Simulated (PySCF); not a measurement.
Compound: C₉H₆N₂.
SMILES: `C=CCC#C/C(C#N)=C\C#N`

Computed with PySCF at CAM-B3LYP/def2-SVPD, non-relativistic, on one gas-phase PBE0-D3(BJ)/def2-SVP geometry that isn't relaxed in the solvent. The solvent is an IEF-PCM continuum (Bondi radii, 1.10 Å for H, scaled by 1.2), and excitations are vertical TDDFT with non-equilibrium linear response and a frozen core. Only the electrostatic response of the medium enters.

Gas-phase singlets (H = HOMO, L = LUMO):

```json
{"state": "S1", "E (eV)": "4.343", "λ (nm)": "286", "f": "0.003", "leading configuration": "H-2→L 70%"}
{"state": "S2", "E (eV)": "4.470", "λ (nm)": "277", "f": "0.336", "leading configuration": "H→L 92%"}
{"state": "S3", "E (eV)": "5.446", "λ (nm)": "228", "f": "0.001", "leading configuration": "H-1→L 72%"}
{"state": "S4", "E (eV)": "5.681", "λ (nm)": "218", "f": "0.000", "leading configuration": "H-4→L 92%"}
{"state": "S5", "E (eV)": "5.843", "λ (nm)": "212", "f": "0.225", "leading configuration": "H-3→L 86%"}
```

What are the lowest 5 singlets in acetone (ε = 20.49)?

```json
{"state": "S1", "E (eV)": "4.252", "λ (nm)": "292", "f": "0.136", "leading configuration": "H-2→L 45%", "change by rank (eV)": "-0.091"}
{"state": "S2", "E (eV)": "4.297", "λ (nm)": "289", "f": "0.253", "leading configuration": "H→L 52%", "change by rank (eV)": "-0.173"}
{"state": "S3", "E (eV)": "5.267", "λ (nm)": "235", "f": "0.002", "leading configuration": "H-1→L 73%", "change by rank (eV)": "-0.179"}
{"state": "S4", "E (eV)": "5.855", "λ (nm)": "212", "f": "0.007", "leading configuration": "H-5→L 90%", "change by rank (eV)": "+0.174"}
{"state": "S5", "E (eV)": "5.875", "λ (nm)": "211", "f": "0.299", "leading configuration": "H-3→L 84%", "change by rank (eV)": "+0.032"}
```

What are the lowest 5 singlets in dimethylsulfoxide (ε = 46.83)?

| state | E (eV) | λ (nm) | f | leading configuration | change by rank (eV) |
| --- | --- | --- | --- | --- | --- |
| S1 | 4.237 | 293 | 0.263 | H→L 70% | -0.106 |
| S2 | 4.284 | 289 | 0.142 | H-2→L 48% | -0.186 |
| S3 | 5.266 | 235 | 0.002 | H-1→L 73% | -0.180 |
| S4 | 5.861 | 212 | 0.132 | H-5→L 54% | +0.180 |
| S5 | 5.867 | 211 | 0.188 | H-3→L 51% | +0.024 |

The ground-state energy changes by -0.422 eV from gas to dimethylsulfoxide. By how much does the total energy of gas-phase S2 change?

E(S2) = E(S0) + excitation energy, so it changes by -0.422 − 0.233 = -0.655 eV: it is lowered more than the ground state, which is what a red shift means. This is the vertical state, with the slow part of the continuum still set for S0.

How do the frontier levels move from gas to dimethylsulfoxide?

```tsv
orbital	gas (eV)	solvent (eV)	change (eV)
LUMO+2	0.78	1.02	+0.24
LUMO+1	0.47	0.71	+0.24
LUMO	-2.23	-2.09	+0.14
HOMO	-9.13	-8.91	+0.22
HOMO-1	-9.47	-9.13	+0.34
HOMO-2	-10.17	-9.90	+0.27
HOMO-3	-10.98	-10.91	+0.07
```

The HOMO–LUMO gap goes from 6.90 to 6.83 eV. Rows go by rank; for LUMO+1 and LUMO+2 the atom shares or the degeneracy differ between the runs, so the row needn't follow one orbital.

Shape of the structure used: `[CH2:1]=[CH:2][CH2:3][C:4]#[C:5]/[C:6]([C:7]#[N:8])=[CH:9]\[C:10]#[N:11]`: C1–C2–C3–C4 123°.
